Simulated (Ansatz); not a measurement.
Abridged output of a molecular run in Ansatz:

```
Functional definition: HF
1071 factors; integrals over basis functions are off by at most 1.1e-3 eV
mean field evaluation 1: about -80455.2398 eV, gradient 3.4e1 eV
mean field evaluation 2: about -80455.2632 eV, gradient 3.4e1 eV
mean field evaluation 4: about -80458.0004 eV, gradient 2.9e0 eV
mean field evaluation 8: about -80458.0315 eV, gradient 9.0e-5 eV
mean field -80458.03147611 eV, -2956.7781203346 hartree, gradient 2.7e-6 eV, S^2 0.000000; 0 other end points of the search recorded, 0 dependent functions left out
16 core orbitals not correlated: weight in the atoms' cores, before any rotation towards them, 1.000 or more for the frozen orbitals, at most 0.000 for the correlated occupied ones
reference -80458.03147611 eV, -2956.7781203346 hartree; 18, 18 occupied and 74, 74 virtual orbitals, 1071 factors
second order -17.54229247 eV of doubles, -0.00000000 eV of singles
cycle   1  -18.15024577 eV  change   -6.1e-1 eV  update   7.8e-2
cycle   2  -18.56303623 eV  change   -4.1e-1 eV  update   2.2e-2
cycle   3  -18.61605120 eV  change   -5.3e-2 eV  update   9.1e-3
cycle   4  -18.61222816 eV  change    3.8e-3 eV  update   2.2e-3
cycle   5  -18.61308033 eV  change   -8.5e-4 eV  update   8.5e-4
cycle   6  -18.61286943 eV  change    2.1e-4 eV  update   2.6e-4
cycle   7  -18.61279902 eV  change    7.0e-5 eV  update   9.1e-5
cycle   8  -18.61282421 eV  change   -2.5e-5 eV  update   2.6e-5
perturbative correction -0.45615889 eV, -0.0167635300 hartree
Total energy: -80477.10045922 eV, -2957.4788925383 hartree
```

Its atoms:

Cartesian coordinates in Å:
```
C 1.371 0.231 0.262
Si -0.229 -0.348 -0.472
N -1.519 0.608 0.105
Br -0.423 -2.537 0.034
H 1.344 0.156 1.352
H 1.558 1.272 -0.012
H 2.200 -0.384 -0.094
H -0.267 -0.302 -1.951
H -1.605 0.786 1.094
H -2.429 0.518 -0.319
```

Q: Which basis set was used?
A. def2-SVP
B. cc-pV(T+d)Z
C. def2-TZVPPD
D. def2-QZVPP

A: A. It gives 108 functions.

Q: Write the keys of the input that set method, charge and spin (a neutral closed shell needs none for the last two).

A: 
```yaml
correlation: {method: ccsd_t}
```
